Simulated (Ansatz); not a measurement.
Zn₁₀O₁₀, relaxed as a singlet with RKS r2SCAN-D4/def2-SVP in Ansatz, starting from the GFN1-xTB geometry. Force threshold 0.03 eV/Å.

Single mean-field runs in def2-SVP are fitted with def2-universal-jkfit. The structure holds 2 bonds between oxygen atoms, so isomers without such links may lie far lower. The restricted singlet is unstable towards broken spin symmetry in Hartree–Fock (as tested in another run); at r2SCAN-D4/def2-SVP this wasn't settled. Another isomer (singlet) lies 6.05 eV lower at PBE0-D4/def2-TZVP; other spin states weren't run for this one.

Start:

```xyz
20

Zn    2.4563   -0.8891   -1.8168
Zn    1.0320   -0.3323    2.3040
Zn   -0.2768    1.9044    1.5442
Zn   -1.4104   -3.1291   -3.4950
Zn   -2.1948    2.9060    2.6120
Zn    2.9899    0.0998    0.6079
Zn    0.5103   -1.9185   -0.1929
Zn   -0.9801   -1.1651   -2.1559
Zn   -2.3460    0.9809   -1.4725
Zn   -1.7014   -0.3844    1.0747
O     1.5496    2.0539    1.2261
O    -0.7046    0.2254    2.5025
O    -2.1096    0.0437   -2.9049
O     2.3127    1.1867    2.1106
O    -2.7130    1.2820    0.4323
O     3.7182    0.0261   -1.0262
O    -1.3333   -1.6023   -0.2318
O    -1.4770    1.9409   -0.0667
O     1.7751   -1.4590    1.0492
O     0.9029   -1.7700   -2.1009
```

Problem. Estimate the energy that the relaxation releases and the steps that it takes.

Solution. 22.5 kcal/mol, in 24 steps; 2 min on 2 threads of AMD EPYC 7R13 on a shared host and a share (18 GiB) of an NVIDIA H100 80GB HBM3. No frequencies were taken in this run, so the end may be a saddle point.

Problem. Does the start keep its bonding and symmetry?

Solution. Bonds lost: Zn9–O15 (atoms count from 1). Bonds formed: Zn4–O20, Zn5–O15, Zn6–O11, Zn9–O17 (atoms count from 1).

Problem. Predict the relaxed structure.

Solution. 
```csv
atom,x (Å),y (Å),z (Å)
Zn1,2.101,-0.947,-2.070
Zn2,1.078,-0.447,2.357
Zn3,-0.204,2.014,2.043
Zn4,-0.389,-3.582,-3.142
Zn5,-2.387,2.965,2.233
Zn6,2.726,0.275,0.326
Zn7,0.300,-1.794,-0.244
Zn8,-1.278,-1.395,-2.497
Zn9,-1.697,0.930,-1.340
Zn10,-1.787,-0.217,1.260
O11,1.534,1.767,1.255
O12,-0.647,0.182,2.698
O13,-1.734,0.302,-3.007
O14,2.460,0.978,2.193
O15,-2.805,1.457,0.799
O16,3.249,0.223,-1.436
O17,-1.458,-1.095,-0.382
O18,-1.445,1.911,0.255
O19,1.711,-1.425,0.877
O20,0.672,-2.102,-2.178
```
Bond lengths (bridged metal pairs left out): 26 × O–Zn 1.76 to 2.25 Å; 2 × O–O 1.53 to 1.54 Å; 1 × Zn–Zn 2.39 Å.
